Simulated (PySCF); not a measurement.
**Löwdin shares of the frontier orbitals**

Compound: C₅H₉NOSi.
Atom-mapped SMILES: `[CH:1]#[C:2][Si@@:3]1([OH:4])[CH2:5][CH2:6][CH2:7][NH:8]1` (hydrogens: H9 on C1; H10 on O4; H11, H12 on C5; H13, H14 on C6; H15, H16 on C7; H17 on N8)

Cartesian coordinates in Å at the GFN2-xTB level; atoms count from 1:
```
atom  x, y, z in Å
C1     3.3411   -1.0706   -0.1069
C2     2.3549   -0.4080    0.0694
Si3    0.8081    0.5729    0.3565
O4     1.3609    2.0896    0.5856
C5    -0.5100    0.2357   -0.9737
C6    -1.7870   -0.0145   -0.1688
C7    -1.3857   -0.6786    1.1472
N8    -0.2335    0.0564    1.6303
H9     4.2123   -1.6390   -0.2647
H10    0.7622    2.7801    0.8577
H11   -0.2518   -0.6583   -1.5401
H12   -0.6548    1.0369   -1.6950
H13   -2.5046   -0.6311   -0.7121
H14   -2.2626    0.9413    0.0598
H15   -1.1495   -1.7385    0.9752
H16   -2.1959   -0.6258    1.8814
H17    0.0889   -0.2365    2.5378
```

Computed, not measured: TDDFT wB97X-D/def2-SVPD, vertical, gas phase, core orbitals frozen in the response in PySCF.

Kohn–Sham orbitals with the atoms that hold most of them (Löwdin shares over 4%, at most four atoms; ? is withheld):

```tsv
orbital	ε (eV)	atoms
LUMO+2	2.27	C1 24%, C2 20%, Si3 13%, C5 6%
LUMO+1	1.98	C1 29%, C2 27%, Si3 13%, H9 6%
LUMO	?	?
HOMO	-8.81	N8 55%, C7 12%, H15 6%, Si3 5%
HOMO-1	-9.87	?
HOMO-2	-10.20	C2 39%, C1 38%, Si3 5%
HOMO-3	-10.41	C2 26%, C1 23%, O4 18%, C5 11%
```

**Question.** Which atoms hold the HOMO-1, and with what shares?

**Answer.** C2 (bonded to C and Si) 23%; C1 (bonded to C and H) 23%; C5 (bonded to C, Si and 2 H) 18%; Si3 (bonded to 2 C, N and O) 10%. By element: carbon 65% or more, silicon 10%.

**Question.** Give the leading atoms of the LUMO.

**Answer.** Si3 (bonded to 2 C, N and O) 25%; O4 (bonded to Si and H) 22%; C1 (bonded to C and H) 11%; H10 (bonded to O) 11%.

**Question.** What is the LUMO energy, and the HOMO–LUMO gap?

**Answer.** ε(LUMO) = 1.83 eV; the gap is 10.63 eV (0.3907 hartree).

**Question.** The HOMO–LUMO gap is 10.63 eV. Where does the response calculation put the lowest singlet, and from which orbitals?

**Answer.** S1 is at 6.20 eV (f = 0.0025), 4.43 eV below the gap, made of HOMO-1→LUMO+1 (19%), HOMO-2→LUMO+1 (17%), HOMO-2→LUMO+2 (16%). Its leading pair isn't HOMO and LUMO; the energies of that pair differ by 11.85 eV. Without the coupling terms of the response equations the lowest excitation would equal the gap.

Next come S2 at 6.37 eV (f 0.026), HOMO→LUMO+1 (31%), HOMO-1→LUMO+1 (20%), HOMO→LUMO (14%); S3 at 6.42 eV (f 0.0027), HOMO-2→LUMO+1 (22%), HOMO→LUMO+2 (12%), HOMO-1→LUMO+1 (10%); S4 at 6.64 eV (f 0.013), HOMO→LUMO (26%), HOMO→LUMO+2 (15%), HOMO-2→LUMO+2 (8%); S5 at 7.03 eV (f 0.033), HOMO→LUMO (24%), HOMO→LUMO+1 (17%), HOMO→LUMO+2 (12%).

One conformer stands for the species.
